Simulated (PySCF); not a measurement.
Point-charge models of `N(=C/C(=C)/C=N/[SiH2]P)/[H]` against its computed dipole.

Coordinates (GFN2-xTB, Å) and charges (e) from the PBE0/pcSseg-1 density (PySCF):

| atom | x | y | z | Mulliken | IAO | Hirshfeld | ESP-fitted |
| --- | --- | --- | --- | --- | --- | --- | --- |
| C1 | -1.703 | 1.319 | 0.924 | +0.0528 | -0.2359 | -0.0459 | -0.1999 |
| C2 | -1.588 | 0.491 | -0.123 | -0.4620 | -0.0652 | -0.0156 | -0.3160 |
| C3 | -2.684 | 0.363 | -1.099 | +0.1537 | +0.0355 | +0.0420 | +0.4075 |
| N4 | -2.899 | -0.547 | -1.939 | -0.3366 | -0.4240 | -0.2296 | -0.7519 |
| C5 | -0.376 | -0.305 | -0.315 | +0.2765 | +0.0599 | +0.0604 | +0.5261 |
| N6 | 0.524 | -0.373 | 0.562 | -0.5674 | -0.5414 | -0.2246 | -0.5496 |
| Si7 | 2.067 | -1.083 | 0.712 | +0.5613 | +0.7261 | +0.3127 | +0.5457 |
| P8 | 3.393 | 0.721 | 0.893 | -0.2195 | -0.0990 | -0.0221 | -0.3554 |
| H9 | -0.910 | 1.391 | 1.649 | +0.1406 | +0.1797 | +0.0546 | +0.1447 |
| H10 | -2.584 | 1.920 | 1.079 | +0.1233 | +0.1614 | +0.0607 | +0.1488 |
| H11 | -3.423 | 1.160 | -1.065 | +0.1039 | +0.1440 | +0.0480 | +0.0555 |
| H12 | -2.215 | -1.303 | -1.956 | +0.1607 | +0.2374 | +0.1024 | +0.3729 |
| H13 | -0.299 | -0.823 | -1.280 | +0.0809 | +0.1042 | +0.0411 | -0.0187 |
| H14 | 2.013 | -1.751 | 2.010 | -0.0705 | -0.1173 | -0.0757 | -0.0823 |
| H15 | 2.527 | -2.013 | -0.334 | -0.0984 | -0.1530 | -0.0867 | -0.1518 |
| H16 | 4.546 | -0.031 | 1.036 | +0.0481 | -0.0074 | -0.0113 | +0.1071 |
| H17 | 3.602 | 0.879 | -0.467 | +0.0527 | -0.0050 | -0.0107 | +0.1172 |

Question: Form Σ q r in debye for every column and set it beside the full dipole.

Answer: The full density gives (0.90, -0.20, 0.20) D, 0.94 D in size; dipole vectors point from the negative to the positive end.

```json
{"scheme": "Mulliken", "μx": "0.27", "μy": "0.42", "μz": "0.67", "size (D)": "0.84", "share of the full size (%)": "88", "angle to the full dipole (°)": "68"}
{"scheme": "IAO", "μx": "0.93", "μy": "0.33", "μz": "1.00", "size (D)": "1.40", "share of the full size (%)": "148", "angle to the full dipole (°)": "43"}
{"scheme": "Hirshfeld", "μx": "0.07", "μy": "0.78", "μz": "0.66", "size (D)": "1.03", "share of the full size (%)": "109", "angle to the full dipole (°)": "88"}
{"scheme": "ESP-fitted", "μx": "0.95", "μy": "-0.15", "μz": "0.18", "size (D)": "0.98", "share of the full size (%)": "103", "angle to the full dipole (°)": "4"}
```

Question: Which set comes closest?

Answer: Length of the difference vector: ESP-fitted 0.07 D, IAO 0.96 D, Mulliken 1.01 D, Hirshfeld 1.37 D. Closest: ESP-fitted. The schemes that divide the density aren't constrained to reproduce the dipole.

Question: What is left for the Hirshfeld atoms' own dipoles?

Answer: The Hirshfeld atoms' densities add up to the full density, so μ = Σ q r + Σ (atomic dipoles). The atomic dipoles sum to (0.90, -0.20, 0.20) − (0.07, 0.78, 0.66) = (0.83, -0.98, -0.46) D, 1.37 D in size.

Question: With the origin at the mean of the coordinates, (0.000, 0.001, 0.017) Å, which are the largest single terms, by size, of the Hirshfeld dipole along the direction of the full one?

Answer: Si7 +3.53, N4 +3.37, H15 -1.16, H12 -1.10, H14 -0.99 D; all 17 atoms together +0.04 D. The single terms depend on the origin, their sum doesn't.

Question: Give the size of the full dipole in other units.

Answer: 0.94 D = 0.372 au = 0.197 e·Å = 3.15 × 10⁻³⁰ C·m.

Geometry: GFN2-xTB, one conformer, isolated molecule.

Shape of the structure used: `[H]/[N:4]=[CH:3]\[C:2](=[CH2:1])/[CH:5]=[N:6]/[SiH2:7][PH2:8]`: C1–C2–C3–N4 -162°, C1–C2–C5–N6 9°, C5–N6–Si7–P8 115°, H–P8–Si7–N6 179°, H–P8–Si7–N6 -89°.
